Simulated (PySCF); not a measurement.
# UHF on Au(2+) (gold, charge +2)

Configuration: [Xe] 4f14 5d8 6s1, high-spin 4F determinant (an excited configuration). Calculation: PySCF 2.14, in aug-cc-pVTZ-PP with ECP60MDF; scalar relativity through the core potential.

* Total energy: -133.669135 hartree
* One-electron energy: -222.4208 hartree
* Hartree (Coulomb) energy: 100.0374 hartree
* Exchange energy: -11.2858 hartree
* ⟨S²⟩: 3.7534
* ⟨L²⟩: 12.042
* Sum of ⟨r⟩: 22.65 bohr
* Sum of ⟨r²⟩: 36.19 bohr²

```
shell  electrons  mean orbital energy (hartree)  spread (hartree)  rms radius, mean of both spins (bohr)
 5s α          1                       -5.67268                 0                                   1.00
 5s β          1                       -5.53499                 0                                   1.00
 5p α          3                       -3.72813                 0                                   1.15
 5p β          3                       -3.55319                 0                                   1.15
 5d α          5                       -1.38819           0.04567                                   1.57
 5d β          3                       -1.30554                 0                                   1.57
 6s α          1                       -1.00829                 0                                   2.58
```

Energies and moments cover only the electrons outside the core potential. Spin-orbit coupling, absent here, splits the open shell strongly.
